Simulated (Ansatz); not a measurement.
# A barrier at the coupled-cluster level

Start structure (ZnH3OF, closed shell), relaxed at PBE0-D4/def2-TZVP:

Zn1  (-0.130, -0.293, 0.591)
H2  (-0.425, 0.859, 1.550)
O3  (0.196, -1.705, -0.442)
H4  (0.021, 2.201, -0.549)
F5  (0.200, 1.502, -1.127)
H6  (0.138, -2.564, -0.022)
(Å)

The step: ZnH₂O ([OH][ZnH]) + HF → ZnHOF ([OH][Zn][F]) + H₂; bonds formed: Zn1–F5, H2–H4; bonds broken: Zn1–H2, H4–F5. Computed with Ansatz 0.2.0 (basis: def2-TZVPP and def2-QZVPP); correlated methods freeze the cores. The 3s and 3p shells of Cu and Zn are frozen; filled d shells are correlated. Extrapolation: Hartree–Fock as exp(−7.88 √X), correlation as X^−2.97. Energies below are by CCSD(T) at an estimated basis limit (MP2 extrapolated from triple and quadruple zeta, plus CCSD(T) − MP2 in triple zeta).

Problem. What are the electronic barrier and the energy of the step, from the start structure to the end structure? (To be estimated.)

Solution. The calculation gives: Barrier 70.2 kJ/mol; step energy -34.2 kJ/mol (downhill); reverse barrier, their difference, 104.4 kJ/mol. Barrier and step energy count from the start structure, the reverse barrier from the end structure.

The saddle point: One imaginary mode of 980i cm⁻¹.
```json
{"pair": "Zn1–F5", "start (Å)": "2.51", "saddle (Å)": "1.98", "end (Å)": "1.74"}
{"pair": "H2–H4", "start (Å)": "2.53", "saddle (Å)": "0.98", "end (Å)": "0.75"}
{"pair": "Zn1–H2", "start (Å)": "1.53", "saddle (Å)": "1.77", "end (Å)": "2.79"}
{"pair": "H4–F5", "start (Å)": "0.92", "saddle (Å)": "1.24", "end (Å)": "2.63"}
```

Zero-point energy (harmonic, PBE0-D4): ZPE is 79.3 kJ/mol at the start and 73.1 kJ/mol at the saddle, so the barrier goes from 70.2 to 64.0 kJ/mol.

No T1 diagnostic of these runs exceeds 0.018.

Labels in which every atom is bracketed show which atoms are joined, not bond orders.

For scale, one of the runs: CCSD(T)/def2-TZVPP, 168 basis functions, launched by `ansatz run in.yaml --threads 4 --pin off --events-out ev --progress --plain --max-ram 9574MiB`. Time: 31 s of wall clock on 4 CPU threads of an Arm Neoverse V1; the host was shared. Peak host memory: 1.4 GiB.
